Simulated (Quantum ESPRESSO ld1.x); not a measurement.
The numbers below are computed, except where a source is named.
The gold ion Au3+, configuration [Xe] 4f14 5d8.

Level of theory: scalar-relativistic Kohn-Sham, LDA (Slater exchange, VWN5 correlation), spin-polarised, spherical densities, point nucleus; open shells are filled with parallel spins first (ld1.x of Quantum ESPRESSO 7.5).

Energy parts (hartree):
part                      energy
total                 -18999.016
kinetic                21258.073
electron-nucleus      -47188.308
Hartree                 7281.867
exchange-correlation    -350.649

Orbitals (lengths in bohr, moments of r in powers of bohr; r(max) is where P^2 peaks):
| orbital | occ. | eigenvalue (hartree) | <r^4> | <r> | r(max) | <1/r> |
|---|---|---|---|---|---|---|
| 1s up | 1 | -2967.8913 | 4.251e-07 | 0.01687 | 0.010 | 95.75 |
| 1s down | 1 | -2967.8912 | 4.251e-07 | 0.01687 | 0.010 | 95.75 |
| 2s up | 1 | -524.8129 | 0.00006231 | 0.07115 | 0.060 | 22.45 |
| 2s down | 1 | -524.8071 | 0.00006231 | 0.07115 | 0.060 | 22.45 |
| 2p up | 3 | -454.0104 | 0.00005056 | 0.06426 | 0.050 | 19.97 |
| 2p down | 3 | -454.0055 | 0.00005056 | 0.06426 | 0.050 | 19.97 |
| 3s up | 1 | -124.8878 | 0.002256 | 0.1840 | 0.169 | 8.318 |
| 3s down | 1 | -124.8848 | 0.002256 | 0.1840 | 0.169 | 8.318 |
| 3p up | 3 | -104.3574 | 0.002479 | 0.1852 | 0.169 | 7.588 |
| 3p down | 3 | -104.3542 | 0.002478 | 0.1852 | 0.169 | 7.589 |
| 3d up | 5 | -82.4055 | 0.001904 | 0.1677 | 0.137 | 7.144 |
| 3d down | 5 | -82.4010 | 0.001904 | 0.1677 | 0.137 | 7.144 |
| 4s up | 1 | -28.1402 | 0.05062 | 0.4073 | 0.382 | 3.568 |
| 4s down | 1 | -28.1342 | 0.05061 | 0.4073 | 0.382 | 3.568 |
| 4p up | 3 | -21.4068 | 0.06778 | 0.4339 | 0.404 | 3.220 |
| 4p down | 3 | -21.4007 | 0.06774 | 0.4338 | 0.404 | 3.220 |
| 4d up | 5 | -13.3265 | 0.09386 | 0.4587 | 0.411 | 2.886 |
| 4d down | 5 | -13.3193 | 0.09368 | 0.4585 | 0.411 | 2.887 |
| 5s up | 1 | -5.3492 | 1.324 | 0.9234 | 0.844 | 1.468 |
| 5s down | 1 | -5.3118 | 1.316 | 0.9218 | 0.844 | 1.471 |
| 4f up | 7 | -4.3493 | 0.1864 | 0.4986 | 0.376 | 2.462 |
| 4f down | 7 | -4.3395 | 0.1844 | 0.4978 | 0.376 | 2.465 |
| 5p up | 3 | -3.5479 | 2.428 | 1.062 | 0.952 | 1.250 |
| 5p down | 3 | -3.5038 | 2.419 | 1.060 | 0.952 | 1.253 |
| 5d up | 5 | -1.5259 | 9.370 | 1.433 | 1.19 | 0.9075 |
| 5d down | 3 | -1.4786 | 9.663 | 1.439 | 1.18 | 0.9054 |

The highest occupied level is 5d down at -40.236 eV. Summed over all electrons, <r^2> = 37.57 bohr^2, which gives a Langevin (diamagnetic) susceptibility term of -29.8 x 10^-6 cm^3/mol. The density falls to 0.001 e/bohr^3 at r = 3.28 bohr. For comparison, the ionisation energy in NIST's Atomic Spectra Database is 45 eV (theoretical). In exact Kohn-Sham theory the highest level is minus the ionisation energy, but local and semilocal functionals leave it too shallow, through self-interaction and a potential that decays too fast; potentials with the right tail come closer.
